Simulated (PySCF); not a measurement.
Work out the structure from these simulated measurements.

Formula: C7H4NO; charge -1.

| Property | Result |
| --- | --- |
| 1H NMR | chemical shifts (computed TMS as zero) by class: 6.45 (1 H), 6.09 (1 H), 6.00 (1 H), 5.44 (1 H) ppm [GIAO PBE0/pcSseg-1] |
| NMR, other nuclei | isotropic shieldings of nuclei other than C and H, by class: -26 (1 N), -33 (1 O) ppm [GIAO PBE0/pcSseg-1] |
| 13C NMR | chemical shifts (computed TMS as zero) by class: 175.4 (1 C), 132.0 (1 C), 131.1 (1 C), 131.0 (1 C), 129.5 (1 C), 114.7 (1 C), 104.3 (1 C) ppm [GIAO PBE0/pcSseg-1] |
| Rotational structure | rotational constants A, B, C: 3.473, 1.223, 0.904 GHz [PBE0-D3(BJ)/def2-SVP] |
| Couplings | largest of the computed one-bond spin–spin couplings (means over like bonds): 13C–1H +168.6, 13C–1H +162.4, 13C–1H +157.7, 13C–1H +152.2 Hz [B3LYP/pcJ-1, spin–dipole term left out] |

Gas-phase values; electronic properties from PySCF, density fitting. Levels stand in brackets. Isolated species at its PBE0-D3(BJ)/def2-SVP geometry, gas phase. The geometry's basis has no diffuse functions, a weakness for an anion. No diffuse functions stand in pcJ-1 and pcSseg-1, which bears on an anion's orbital energies. NMR values are class means; diastereotopic atoms form classes of their own.

**Question.** Give a SMILES that accounts for the data.

**Answer.** Numbering: `[N:1]#[C:2][c:3]1[cH:4][cH:5][cH:6][c:7]([O-:8])[cH:9]1`. 7 carbons fall into 7 classes; from least to most shielded: aromatic carbon bearing oxygen [C7] (175.4 ppm), aromatic CH carbon [C5] (132.0 ppm), nitrile carbon [C2] (131.1 ppm), aromatic CH carbon [C6] (131.0 ppm), aromatic CH carbon [C9] (129.5 ppm), substituted aromatic carbon [C3] (114.7 ppm), aromatic CH carbon [C4] (104.3 ppm). Hydrogen classes from least to most shielded: 1 H on an aromatic CH carbon, C5 (6.45 ppm), 1 H on an aromatic CH carbon, C9 (6.09 ppm), 1 H on an aromatic CH carbon, C6 (6.00 ppm), 1 H on an aromatic CH carbon, C4 (5.44 ppm). The other shieldings belong to: -26 ppm, nitrile nitrogen [N1]; -33 ppm, aryloxide oxygen [O8]. The couplings run between: +168.6 Hz, aromatic CH carbon [C4] and its hydrogen; +162.4 Hz, aromatic CH carbon [C9] and its hydrogen; +157.7 Hz, aromatic CH carbon [C6] and its hydrogen; +152.2 Hz, aromatic CH carbon [C5] and its hydrogen. The optimised geometry has point group Cs and is an asymmetric top. Structure: `N#Cc1cccc([O-])c1`. The assignments are read from this structure; whether some other isomer fits the data as well wasn't checked.
